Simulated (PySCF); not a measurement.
# Be: excitation energy

Be [He] 2s2 (1S) → Be [He] 2s1 3d1 (3D), as a difference of total energies. Computed with PySCF 2.14 in aug-cc-pCVQZ, with the non-relativistic Hamiltonian (point nucleus). Correlated levels: valence: 1s2 frozen; valence and next inner shell: nothing frozen. The calculations carry no spin-orbit coupling.

```
                                method  excitation energy (cm⁻¹)
                                   UHF                     61433
                                   LDA                     63404
                                   PBE                     62182
                                  PBE0                     63356
                                r2SCAN                     62496
                               LC-wPBE                     67160
                                 TPSSh                     63898
                                M06-2X                     66153
                         MP2 (valence)                     67087
                     SCS-MP2 (valence)                     68962
    MP2 (valence and next inner shell)                     67370
SCS-MP2 (valence and next inner shell)                     69208
```

The promoted electron is Rydberg-like, and one or two diffuse shells describe it only roughly, which tends to raise the upper state.

In the upper state the promoted electron has a positive orbital energy at LDA, PBE, PBE0, r2SCAN, TPSSh, M06-2X, so the basis confines it.
